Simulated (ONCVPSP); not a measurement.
## Which change was made? (W, ONCV)

ONCVPSP 4.0.1 input, shortened (lines: element, Z, core and valence counts, functional; n l f; lmax; l rc ep ncon nbas qcut; lloc lpopt rc5 dvloc0; l nproj debl; icmod fcfact rcfact), LDA (Perdew-Zunger), scalar-relativistic:

```
  W 74.00   10    4        3      upf
    1    0    2.00
    2    0    2.00
    2    1    6.00
    3    0    2.00
    3    1    6.00
    3    2   10.00
    4    0    2.00
    4    1    6.00
    4    2   10.00
    4    3   14.00
    5    0    2.00
    5    1    6.00
    5    2    4.00
    6    0    2.00
    2
    0    1.40    0.00    5    8    6.90
    1    2.05    0.00    4    7    7.10
    2    1.80    0.00    4    8    5.00
    4    5    1.30    6.00
    0    2    2.10
    1    2    3.40
    2    3    3.10
    3    4.00    1.25
```

Cutoffs, loose and tight: the cutoffs (Ha) at which the residual kinetic energy of the hardest occupied pseudo-wave falls to 1 and 0.1 mHa per electron. They do not see the model core or the augmentation charge, which bear on the density cutoff. Test errors are all-electron minus pseudo excitation energies from the reference, over the configurations 5s2 5p6 5d4 6s1; 5s2 5p6 5d4 6s0; 5s2 5p6 5d3 6s0; 5s2 5p6 5d4 6s0 6p1; variants that change the core or the reference have their own tests.

The base gives: outcome: generated; cutoff, loose: 58 Ha; cutoff, tight: 82 Ha; bound ghosts: none; GHOST(+) flags above zero: s, d; largest test error (meV): -14.

(1) After one change the result is: outcome: generated, projector energies reset by the program; cutoff, loose: 58 Ha; cutoff, tight: 82 Ha; bound ghosts: p; GHOST(+) flags above zero: s, p, d; largest test error (meV): -14. Which change was it?
A. functional PBE; d: rc 1.4, qcut 6.4
B. p: rc 2.76
C. s: nbas 9
D. core correction Teter function, fcfact 3.5, rcfact 1.7

Answers

(1) B. The others give: s: nbas 9 → outcome: generated; cutoff, loose: 36 Ha; cutoff, tight: 107 Ha; bound ghosts: none; GHOST(+) flags above zero: s, d; largest test error (meV): -14 | core correction Teter function, fcfact 3.5, rcfact 1.7 → outcome: generated; cutoff, loose: 58 Ha; cutoff, tight: 82 Ha; bound ghosts: none; GHOST(+) flags above zero: s, d; largest test error (meV): -34 | functional PBE; d: rc 1.4, qcut 6.4 → outcome: generated; cutoff, loose: 58 Ha; cutoff, tight: 82 Ha; bound ghosts: d; GHOST(+) flags above zero: s, d; largest test error (meV): -5.5.
